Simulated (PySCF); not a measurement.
# Ions at one geometry of TlO(OH)

PySCF 2.14.0, RKS PBE0, Tl def2-SVP with ECP60, O def2-SVP, H def2-SVP; non-relativistic Hamiltonian with scalar-relativistic core potentials where named; density fitting; no spin-orbit coupling; singlets restricted, open shells unrestricted. The geometry is relaxed for charge 0, singlet, vacuum:

```xyz
4

Tl   -0.0753    0.0034    0.5114
O     1.7791    0.0037    0.1331
O    -2.0382   -0.0121    1.0382
H    -2.5782    0.0941    0.2424
```

Energies count from the relaxed state; an electron taken off or put on is at rest in vacuum. Charges and spins are Mulliken's.

```json
{"state": "charge 0, singlet, vacuum", "energy (eV)": "0.00", "spin squared": "0.00", "charge on Tl1 (e)": "0.73", "spin on Tl1 (e)": "0.00", "dipole about the centre of mass (D)": "3.66"}
{"state": "charge -1, doublet, vacuum", "energy (eV)": "-0.20", "spin squared": "0.76", "charge on Tl1 (e)": "0.04", "spin on Tl1 (e)": "0.39", "dipole about the centre of mass (D)": "2.28"}
```

Problem. What does the state charge +1, doublet, vacuum give?

Solution. energy (eV) 9.29, spin squared 0.76, charge on Tl1 (e) 1.20, spin on Tl1 (e) -0.01, dipole about the centre of mass (D) 1.86.

With an electron taken off (doublet) the charges change, summed by element, by Tl +0.47 e, O +0.48 e, H +0.05 e. The vertical ionisation energy is 9.29 eV, against −ε(HOMO) = 7.38 eV of the relaxed state. The level lies 1.9 eV too high, as is usual for semilocal functionals and global hybrids, which keep a self-interaction error.

With an electron put on (doublet) the charges change, summed by element, by Tl -0.69 e, O -0.20 e, H -0.12 e. The vertical electron affinity is 0.20 eV, against −ε(LUMO) = 2.32 eV of the relaxed state. The basis has no diffuse functions, which an added electron needs. The added electron's level lies above zero.

Open shells may have lower solutions than those found.
